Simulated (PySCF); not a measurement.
Compound: C6H15N.
Bonds: C1–N2, N2–C3, N2–C4, C4–C5, C4–C6, C4–C7. Hydrogens: H8, H9, H10 on C1; H11, H12, H13 on C3; H14, H15, H16 on C5; H17, H18, H19 on C6; H20, H21, H22 on C7.

Torsions of this conformer, `[CH3:1][N:2]([CH3:3])[C:4]([CH3:5])([CH3:6])[CH3:7]`: C1–N2–C4–C5 -66°.

The closed-shell ground state was solved at several levels (PySCF, density fitting, gas phase, non-relativistic). Geometry: PBE0-D3(BJ)/def2-SVP; no solvent, vibrations or thermal averaging.

| level | basis functions | HOMO (eV) | LUMO (eV) | gap (eV) | dipole (D) |
| --- | --- | --- | --- | --- | --- |
| PBE0/6-311+G(2d,p) | 279 | -5.90 | 0.28 | 6.18 | 0.47 |
| PBE/pcSseg-1 | 194 | -4.49 | 0.51 | 5.00 | 0.40 |
| PBE0/STO-3G | 50 | -3.16 | 8.98 | 12.14 | 0.67 |
| KT3/pcSseg-1 | 194 | -4.66 | 0.42 | 5.08 | 0.41 |
| PBE0/6-31G* | 128 | -5.63 | 2.41 | 8.04 | 0.44 |
| CAM-B3LYP/def2-SVPD | 260 | -7.29 | 1.30 | 8.59 | 0.51 |
| PBE0/cc-pVDZ | 173 | -5.72 | 1.70 | 7.42 | 0.36 |
| PBE0/pcSseg-1 | 194 | -5.84 | 1.35 | 7.19 | 0.47 |

Problem. Estimate the row for PBE0/6-31G, a basis of 93 functions; the other rows only guide the guess.

Solution. HOMO -5.46 eV, LUMO 2.39 eV, gap 7.85 eV, dipole 0.61 D.

Problem. Over all these levels, which gives the widest orbital gap and which the narrowest?

Solution. PBE0/STO-3G (global hybrid, 25 % exact exchange) has the widest, 12.14 eV, and PBE/pcSseg-1 (GGA) the narrowest, 5.00 eV. Functional and basis both differ between the two, so the spread mixes both effects.

Problem. How much does the basis alone move the frontier levels among the 6 PBE0 rows (the withheld one included)?

Solution. The HOMO by 2.74 eV and the LUMO by 8.70 eV. By rising basis size (HOMO, LUMO in eV): STO-3G -3.16, 8.98; 6-31G -5.46, 2.39; 6-31G* -5.63, 2.41; cc-pVDZ -5.72, 1.70; pcSseg-1 -5.84, 1.35; 6-311+G(2d,p) -5.90, 0.28.

Problem. How far do the dipole and the HOMO energy spread over the levels?

Solution. The dipole runs from 0.36 to 0.67 D (mean 0.48 D) and the HOMO from -7.29 to -3.16 eV.
